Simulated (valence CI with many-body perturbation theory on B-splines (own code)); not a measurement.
**Which ion has this spectrum?**

A relativistic CI+MBPT calculation for an atom or ion with 34 electrons gives these levels (eV):

| J | Parity | E | g |
| --- | --- | --- | --- |
| 2 | even | 0.000 | 1.49 |
| 1 | even | 0.386 | 1.50 |
| 0 | even | 0.470 |  |
| 2 | even | 1.503 | 1.01 |
| 0 | even | 3.464 |  |
| 2 | odd | 11.601 | 1.99 |
| 2 | odd | 11.905 | 1.50 |
| 1 | odd | 12.169 | 1.96 |
| 1 | odd | 12.198 | 1.52 |
| 0 | odd | 12.369 |  |
| 3 | odd | 12.835 | 1.50 |
| 4 | odd | 12.838 | 1.50 |
| 2 | odd | 12.842 | 1.50 |
| 1 | odd | 12.850 | 1.50 |

The energies are calculated, with errors of about 350 cm⁻¹, more in some levels.

(1) Which is it?
A. Rb3+
B. Se
C. Br+
D. Sr4+

## Answers

(1) C. Br+, ground level 4s2 4p4 3P_2.
